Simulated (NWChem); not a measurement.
System: CH$_{6}$OSiTe; SMILES C[Te]O[SiH3]

NWChem input:

```
start job
memory heap 200 mb stack 900 mb global 1100 mb
geometry units angstroms noautoz
  Te    -0.094294     0.699326    -0.408918
  C      1.939352     0.951061     0.213295
  H      2.258369     1.948716    -0.123165
  H      2.577036     0.183768    -0.242395
  H      1.981831     0.900175     1.308456
  O     -0.339984    -1.041453     0.558002
  Si    -0.072343    -2.506045    -0.199389
  H     -1.004057    -2.714407    -1.351641
  H     -0.303929    -3.565424     0.825192
  H      1.332183    -2.608755    -0.710758
end
basis spherical
  Te library def2-svp
  C library def2-svp
  H library def2-svp
  O library def2-svp
  Si library def2-svp
end
ecp
  Te library def2-ecp
end
dft
  xc r2scan0
  iterations 150
  mulliken
end
task dft energy
```

Excerpt of the output:

```
             Northwest Computational Chemistry Package (NWChem) 7.3.0
             --------------------------------------------------------

 C1  symmetry detected

                             Geometry "geometry" -> ""
                             -------------------------

 Output coordinates in angstroms (scale by  1.889725989 to convert to a.u.)

  No.       Tag          Charge          X              Y              Z
 ---- ---------------- ---------- -------------- -------------- --------------
    1 Te                  52.0000    -0.33022715     0.76387033    -0.03582162
    2 C                    6.0000     1.76269150     1.21598042     0.00321129
    3 H                    1.0000     1.87075550     2.26901214    -0.29635345
    4 H                    1.0000     2.30669117     0.57230087    -0.69876721
    5 H                    1.0000     2.13280290     1.08415897     1.02761947
    6 O                    8.0000    -0.11063404    -1.06503118     0.75948179
    7 Si                  14.0000     0.05882384    -2.42043631    -0.20200847
    8 H                    1.0000    -1.14842232    -2.65088450    -1.05561301
    9 H                    1.0000     0.24386720    -3.57818281     0.72052291
   10 H                    1.0000     1.25150677    -2.30718667    -1.10168777

 Effective nuclear repulsion energy (a.u.)     455.4751878904

                                 NWChem DFT Module
                                 -----------------

 Summary of "ao basis" -> "ao basis" (spherical)
 ------------------------------------------------------------------------------
       Tag                 Description            Shells   Functions and Types
 ---------------- ------------------------------  ------  ---------------------
 Te                         def2-svp                10       26   4s4p2d
 C                          def2-svp                 6       14   3s2p1d
 H                          def2-svp                 3        5   2s1p
 O                          def2-svp                 6       14   3s2p1d
 Si                         def2-svp                 8       18   4s3p1d

            General Information
            -------------------
          SCF calculation type: DFT
          Wavefunction type:  closed shell.
          No. of atoms     :    10
          No. of electrons :    58
           Alpha electrons :    29
            Beta electrons :    29
          Charge           :     0
          Spin multiplicity:     1
          Use of symmetry is: off; symmetry adaption is: off
          Maximum number of iterations: 150
          AO basis - number of functions:   102
                     number of shells:    48
          Convergence on energy requested:  1.00D-06
          Convergence on density requested:  1.00D-05
          Convergence on gradient requested:  5.00D-04

              XC Information
              --------------
                     r^2SCAN0 Method XC Functional
                     Hartree-Fock (Exact) Exchange  0.250
               r^2SCAN metaGGA Exchange Functional  0.750
                     r^2SCAN Correlation Potential  1.000

             Grid Information
             ----------------
          Grid used for XC integration:  medium
          Radial quadrature: Mura-Knowles
          Angular quadrature: Lebedev.
          Tag              B.-S. Rad. Rad. Pts. Rad. Cut. Ang. Pts.
          ---              ---------- --------- --------- ---------
          Te                  1.40      123          11.0       590
          C                   0.70       49          12.0       434
          H                   0.35       45          14.0       434
          O                   0.60       49          11.0       434
          Si                  1.10       88          12.0       590
          Grid pruning is: on
          Number of quadrature shells:   579
          Spatial weights used:  Erf1

      Superposition of Atomic Density Guess
      -------------------------------------

 Sum of atomic energies:        -715.27390119

      Non-variational initial energy
      ------------------------------

 Total energy =    -672.227065
 1-e energy   =   -1546.402354
 2-e energy   =     611.803198
 HOMO         =      -0.216180
 LUMO         =      -0.069435

     ---------------------------------------------
      Total Density - Mulliken Population Analysis
     ---------------------------------------------

    Atom       Charge   Shell Charges
 -----------   ------   -------------------------------------------------------
    1 Te  24    23.44   1.77  0.27  1.20  0.64  2.90  3.13  1.78  1.64  9.85  0.25
    2 C    6     6.40   1.99  0.94  0.30  1.96  1.18  0.02
    3 H    1     0.86   0.65  0.19  0.03
    4 H    1     0.88   0.67  0.19  0.03
    5 H    1     0.87   0.66  0.18  0.03
    6 O    8     8.98   1.99  1.11  0.72  3.04  2.11  0.01
    7 Si  14    13.28   2.00  1.99  0.96  0.26  5.94  1.02  0.91  0.20
    8 H    1     1.10   0.70  0.38  0.01
    9 H    1     1.10   0.70  0.39  0.01
   10 H    1     1.10   0.70  0.38  0.01

   convergence    iter        energy       DeltaE   RMS-Dens  Diis-err
 ---------------- ----- ----------------- --------- --------- ---------
 d= 0,ls=0.0,diis     1   -674.1719616493 -9.37D+02  1.23D-02  4.87D-01
 d= 0,ls=0.0,diis     2   -674.0857534937  8.62D-02  7.55D-03  1.38D+00
 d= 0,ls=0.0,diis     3   -674.2322411889 -1.46D-01  1.28D-03  2.39D-02
 d= 0,ls=0.0,diis     4   -674.2347648262 -2.52D-03  3.47D-04  9.96D-04
 d= 0,ls=0.0,diis     5   -674.2348949636 -1.30D-04  5.63D-05  2.25D-05
  Resetting Diis
 d= 0,ls=0.0,diis     6   -674.2348983081 -3.34D-06  1.27D-05  1.68D-06
 d= 0,ls=0.0,diis     7   -674.2348985353 -2.27D-07  9.05D-06  2.71D-07

         Total DFT energy =     -674.234898535338
      One electron energy =    -1549.422236705496
           Coulomb energy =      670.736966788967
    Exchange-Corr. energy =      -57.921719714035
 Nuclear repulsion energy =      262.372091095225

 Numeric. integr. density =       57.999974393041

                       DFT Final Molecular Orbital Analysis
                       ------------------------------------

 Vector   27  Occ=2.000000D+00  E=-3.356027D-01
              MO Center=  2.3D-01, -2.0D+00,  1.4D-01, r^2= 3.7D+00
   Bfn.  Coefficient  Atom+Function         Bfn.  Coefficient  Atom+Function
  ----- ------------  ---------------      ----- ------------  ---------------
    61      0.295583   6 O  pz               93     -0.294989   9 H  s
    98      0.247010  10 H  s                64      0.240921   6 O  pz
    94     -0.211642   9 H  s                79     -0.180232   7 Si pz
    12      0.176107   1 Te py               99      0.156564  10 H  s
    60     -0.122800   6 O  py               15      0.105344   1 Te py

 Vector   28  Occ=2.000000D+00  E=-3.081912D-01
              MO Center=  8.4D-02, -7.1D-01,  6.9D-02, r^2= 4.2D+00
   Bfn.  Coefficient  Atom+Function         Bfn.  Coefficient  Atom+Function
  ----- ------------  ---------------      ----- ------------  ---------------
    59      0.430543   6 O  px               62      0.347940   6 O  px
    11     -0.242273   1 Te px               30      0.229525   2 C  px
    88      0.191508   8 H  s                89      0.172330   8 H  s
     4      0.167272   1 Te s                33      0.163541   2 C  px
    98     -0.158323  10 H  s                99     -0.151427  10 H  s

 Vector   29  Occ=2.000000D+00  E=-2.270307D-01
              MO Center= -2.5D-01,  6.6D-01, -7.5D-03, r^2= 2.7D+00
   Bfn.  Coefficient  Atom+Function         Bfn.  Coefficient  Atom+Function
  ----- ------------  ---------------      ----- ------------  ---------------
    13      0.554418   1 Te pz               16      0.498319   1 Te pz
    15      0.221609   1 Te py               10     -0.214535   1 Te pz
    12      0.198089   1 Te py               61     -0.189048   6 O  pz
     7     -0.166752   1 Te pz               64     -0.161369   6 O  pz
    72      0.094554   7 Si s                46      0.091786   4 H  s

 Vector   30  Occ=0.000000D+00  E=-5.927570D-02
              MO Center= -3.1D-01,  4.3D-01,  8.1D-03, r^2= 3.8D+00
   Bfn.  Coefficient  Atom+Function         Bfn.  Coefficient  Atom+Function
  ----- ------------  ---------------      ----- ------------  ---------------
    15      0.655961   1 Te py               58      0.437417   6 O  s
    12      0.429847   1 Te py               16     -0.251424   1 Te pz
    29     -0.217362   2 C  s                63      0.212183   6 O  py
    60      0.210955   6 O  py                3     -0.186552   1 Te s
    13     -0.183021   1 Te pz                9     -0.170277   1 Te py

 Vector   31  Occ=0.000000D+00  E= 1.126460D-02
              MO Center=  2.7D-01,  6.3D-01, -3.9D-02, r^2= 4.7D+00
   Bfn.  Coefficient  Atom+Function         Bfn.  Coefficient  Atom+Function
  ----- ------------  ---------------      ----- ------------  ---------------
    29      1.181910   2 C  s                14     -0.934088   1 Te px
     4     -0.539478   1 Te s                33     -0.507441   2 C  px
    11     -0.356988   1 Te px               30     -0.298494   2 C  px
    47     -0.299873   4 H  s                58      0.267823   6 O  s
     3     -0.253394   1 Te s                42     -0.231138   3 H  s

 Vector   32  Occ=0.000000D+00  E= 5.904950D-02
              MO Center=  2.1D-01, -1.8D+00, -3.0D-01, r^2= 5.9D+00
   Bfn.  Coefficient  Atom+Function         Bfn.  Coefficient  Atom+Function
  ----- ------------  ---------------      ----- ------------  ---------------
    81      1.119156   7 Si py               94      0.632748   9 H  s
     3     -0.413799   1 Te s                29     -0.389927   2 C  s
    47      0.391832   4 H  s                82      0.369650   7 Si pz
    58     -0.344721   6 O  s                15      0.338845   1 Te py
    89      0.322566   8 H  s                33     -0.306437   2 C  px

     ---------------------------------------------
      Total Density - Mulliken Population Analysis
     ---------------------------------------------

    Atom       Charge   Shell Charges
 -----------   ------   -------------------------------------------------------
    1 Te  24    23.60   1.77  0.28  1.32  0.54  2.89  3.15  2.04  1.47  9.82  0.33
    2 C    6     6.33   1.99  0.89  0.32  2.04  1.07  0.02
    3 H    1     0.91   0.72  0.15  0.03
    4 H    1     0.89   0.72  0.14  0.03
    5 H    1     0.88   0.72  0.14  0.03
    6 O    8     8.69   1.99  1.08  0.77  2.81  2.03  0.01
    7 Si  14    13.36   2.00  1.99  0.98  0.15  5.93  1.22  0.81  0.28
    8 H    1     1.11   0.74  0.36  0.01
    9 H    1     1.11   0.74  0.36  0.01
   10 H    1     1.12   0.74  0.37  0.01

     -------------------------------------------
      Total Density - Lowdin Population Analysis
     -------------------------------------------

    Atom       Charge   Shell Charges
 -----------   ------   -------------------------------------------------------
    1 Te  24    23.56   1.23  0.74  1.02  0.73  2.73  3.17  2.01  1.70  9.57  0.66
    2 C    6     6.23   1.97  0.60  0.35  1.83  1.42  0.05
    3 H    1     0.96   0.63  0.26  0.07
    4 H    1     0.96   0.63  0.26  0.07
    5 H    1     0.96   0.63  0.26  0.07
    6 O    8     8.48   1.97  0.95  0.67  2.69  2.18  0.01
    7 Si  14    13.52   2.00  1.93  0.64  0.35  5.82  1.24  1.10  0.44
    8 H    1     1.11   0.65  0.44  0.02
    9 H    1     1.11   0.65  0.43  0.02
   10 H    1     1.12   0.65  0.44  0.02

     Multipole analysis of the density
     ---------------------------------

     L   x y z        total         alpha         beta         nuclear
     -   - - -        -----         -----         ----         -------
     0   0 0 0      0.000000    -29.000000    -29.000000     58.000000

     1   1 0 0      0.377900     -8.547594     -8.547594     17.473087
     1   0 1 0      0.624430     20.521294     20.521294    -40.418157
     1   0 0 1     -0.401154     -1.148280     -1.148280      1.895406

     2   2 0 0    -38.201896    -86.451333    -86.451333    134.700769
     2   1 1 0      0.945101    -22.591438    -22.591438     46.127976
     2   1 0 1      0.303074      1.019297      1.019297     -1.735519
     2   0 2 0    -37.832750   -279.200778   -279.200778    520.568807
     2   0 1 1     -0.092336     -4.589874     -4.589874      9.087412
     2   0 0 2    -42.364119    -38.494497    -38.494497     34.624875
```

Level: r2SCAN0/def2-SVP with def2 effective core potentials on Te. All runs use the structure optimised with PBE0/def2-SVP. Not confirmed as a minimum by frequencies. def2 effective core potentials on Te; no spin-orbit coupling.
